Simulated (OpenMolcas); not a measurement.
**Ga II: RASPT2 settings compared**

| Quantity | Value |
| --- | --- |
| Program | OpenMolcas |
| Basis | ANO-R2 [6s5p4d3f1g] |
| Scalar Hamiltonian | X2C, finite nucleus |
| Active space | 2 electrons in 9 orbitals (RAS2 4s 4p; RAS3 4d, at most 2 electrons) |
| State averaging | 2S+1 = 3 even, 3 roots (0 in the spin-orbit step); 2S+1 = 1 even, 1 root kept (CI in the orbitals of an earlier block); 2S+1 = 3 odd, 3 roots; 2S+1 = 1 odd, 3 roots kept (CI in the orbitals of an earlier block) |
| Spin-orbit coupling | RASSI with atomic mean-field integrals over the reference wave functions, term energies averaged over their components |

Methods on the same reference wave functions:
A. RASSCF
B. SS-RASPT2, IPEA 0.3 Eh, sigma1 regulariser 0.2 Eh (closed shells correlated: 3s 3p 3d)
C. SS-RASPT2, IPEA 0.2 Eh, imaginary shift 0.1 Eh (closed shells correlated: 3d)
D. XMS-RASPT2, IPEA 0.15 Eh, sigma1 regulariser 0.25 Eh (closed shells correlated: 3s 3p 3d)

Energies in cm-1 above 4s2 1S0, the measured ground level; measured values from NIST Handbook of Basic Atomic Spectroscopic Data.

```tsv
Level	A	B	C	D	Measured
4s2 1S0	0.0	0.0	0.0	0.0	0.0
4s 4p 3P* 0	42866	46100	46140	45920	47368
4s 4p 3P* 1	43226	46460	46490	46280	47814
4s 4p 3P* 2	43972	47210	47240	47030	48750
4s 4p 1P* 1	71587	69030	69100	68300	70701
```

Deviations, from unrounded energies. A percentage is the sum of absolute deviations over the sum of measured energies, with the sign that they share, or ± where signs differ.

| Against measurement | Levels | A | B | C | D |
| --- | --- | --- | --- | --- | --- |
| mean absolute deviation (cm-1) | 4 | 3700 | 1500 | 1400 | 1800 |
| other configurations (%) | 4 | ±6.9 | -2.7 | -2.6 | -3.3 |

B, C lie about equally close to measurement and A furthest from it. The largest miss of C in the table is 4s 4p 1P* 1, by -1600 cm-1. The ranking rests on the paired levels alone, and a cruder setting can come out closer through cancelling errors.

Among B to D the level of the table that moves most is 4s 4p 1P* 1, by 810 cm-1 (lowest in D, highest in C). Moves below CASPT2's spread within the term are not significant.

The lowest spin-free term lies below A's lowest term by 0.778 hartree in B, 0.481 hartree in C, 0.779 hartree in D.

Term energies are means over components that CASPT2 splits; among the terms shown or strongly mixed into the levels shown the widest spread is 35 cm-1 (4s 4p 1P*, D). Some high roots are left out of the spin-orbit mixing, which shifts the levels that they would mix with. Terms from blocks run as CI alone lack orbitals of their own. Active for correlation alone: 4d; no level in the range computed is led by a configuration that fills it, so any true level of that kind is missing. Without dynamic correlation excited terms often stand tens of per cent too high (terms of higher spin than the ground term too low), and those without a measured partner can miss by more than the paired ones (holds for A). Computed and measured levels are paired by configuration, term and J; levels that our copy of the source lacks, or whose pairing is in doubt (as where it misses far off the trend of its configuration), stay unpaired and out of the deviations. Only configurations of the active space appear.

* marks odd parity.
